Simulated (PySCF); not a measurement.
C2H7Si, SMILES C[SiH]C, multiplicity 2.

Geometry: PBE0-D3(BJ)/def2-SVP. The isomer is the one that the SMILES or the coordinates give; other isomers of the formula were not compared.

Two levels are set side by side: PBE/def2-TZVPD (PySCF) and ωB97X/def2-TZVPD (PySCF). Same geometry, gas phase. Differences are taken from unrounded values.

```csv
quantity,ωB97X
α-spin orbital gap (eV),9.65
β-spin orbital gap (eV),10.77
dipole moment (D),0.89
mean polarisability (bohr³),58.2
```

Question: What does PBE give, and how far is it from ωB97X? (The exact figures need the calculation; the answer reports its results.)

Answer: 
| quantity | PBE | PBE minus ωB97X |
|---|---|---|
| α-spin orbital gap (eV) | 4.07 | -5.58 |
| β-spin orbital gap (eV) | 4.83 | -5.94 |
| dipole moment (D) | 0.94 | 0.05 |
| mean polarisability (bohr³) | 61.9 | 3.7 |

Loosely held outer electrons make PBE densities more polarisable. Differences between two approximate levels are no errors against the true value.

Rough cost on one machine, each run with all the roots and properties that it gave: ωB97X against PBE within a factor of 2.
